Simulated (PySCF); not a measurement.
# Spinor energies of F²⁺ (fluorine, charge +2)

Start: [He] 2s2 2p3; 2p1/2 filled at m_j = -1/2, +1/2; 2p3/2 filled at m_j = +3/2. Calculated with PySCF 2.14 in x2c-SVPall-2c: generalised Hartree-Fock with the X2C-1e Hamiltonian and a Gaussian nucleus; one run each with spin-orbit coupling (SO) switched off, then screened by Boettger's factors.

```
spinor shell  electrons  ε, spin-free (eV)  ε, screened SO (eV)  weight of nominal j (screened SO)  rms radius, screened SO (bohr)
       1s1/2          2            -764.69              -764.69                              1.000                           0.204
       2s1/2          2            -78.668              -78.668                              1.000                            1.02
       2p1/2          2            -63.943              -63.958                              0.504                           0.990
       2p3/2          1            -63.943              -63.914                              1.000                           0.990
```

| quantity | spin-free | screened SO |
| --- | --- | --- |
| E (hartree) | -97.55933 | -97.55934 |
| M_J | 3/2 | 3/2 |
| ⟨J²⟩ | 3.754 | 3.754 |
| ⟨L²⟩ | 0.000 | 0.000 |
| ⟨S²⟩ | 3.754 | 3.754 |

Each row is a mean over spinors that exchange with the open shell spreads, by up to 17.220 eV (2s1/2).

Rows whose weight is well below 1 are mixtures of j = l ± 1/2: exchange outweighs spin-orbit coupling there, and the label is only the starting occupation.

Without spin-orbit coupling the j labels of p, d and f shells carry no meaning; the spin-free column gives the mean over the occupied spinors of each nl shell.
